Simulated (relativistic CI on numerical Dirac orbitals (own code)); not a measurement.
Pd4+: q coefficients and field-shift factors

Calculated at this level of theory: Dirac-Coulomb-Breit CI, separate exchange-only KLI orbitals for each configuration, valence Slater integrals scaled by 0.85, P86 correlation energy added to each configuration, derivatives by finite differences, QED left out (own radial code, finite nucleus).

Configurations in the expansion (outside the closed core [Kr]): 4d⁶, 4d⁵5s, 4d⁵4f, 4d⁴5s², 4d⁵5d. Levels of other configurations are missing.

With x = (α/α₀)² − 1 an excitation energy changes as ω = ω₀ + qx; K = 2q/ω₀ is the relative enhancement. Terms are leading LS components, so labels can repeat. The field-shift factor is F = δν/δ⟨r²⟩ for the transition from the lowest level.

Lowest level 4d⁶ ⁵D4.

```csv
Level,ω₀ (cm⁻¹),q (cm⁻¹),K,F (GHz/fm²)
4d⁶ ⁵D3,1996.3,2173,2.18,0.0307
4d⁶ ⁵D2,3048.2,2804,1.84,0.0424
4d⁶ ⁵D1,3781.2,3521,1.86,0.0528
4d⁶ ⁵D0,4120.5,3791,1.84,0.0572
4d⁶ ³H4,18848.1,-1340,-0.142,0.0578
4d⁶ ³H6,19090.2,915.9,0.096,0.0513
4d⁶ ³H5,19524.9,831.5,0.0852,0.0628
4d⁶ ³P2,19859.0,-159.7,-0.0161,0.0937
4d⁶ ³F3,22211.4,1331,0.12,0.119
4d⁶ ³F4,22217.6,2997,0.27,0.112
4d⁶ ³F2,23079.9,1963,0.17,0.129
4d⁶ ³G5,24780.3,3383,0.273,0.14
4d⁶ ³P1,25471.6,5212,0.409,0.174
4d⁶ ³P0,25993.3,3585,0.276,0.189
4d⁶ ³G4,26333.7,3912,0.297,0.165
4d⁶ ³G3,26893.4,4766,0.354,0.178
4d⁶ ¹I6,29874.2,3278,0.219,0.114
4d⁶ ³D2,30182.4,1528,0.101,0.22
4d⁶ ³D1,30664.9,2778,0.181,0.241
4d⁶ ³D3,30827.4,2261,0.147,0.237
4d⁶ ¹G4,32678.9,5338,0.327,0.237
4d⁶ ¹S0,37231.7,5619,0.302,0.342
4d⁶ ¹D2,38537.7,3904,0.203,0.188
```

At this charge configurations can still be misplaced by up to about 7 % of their energy.
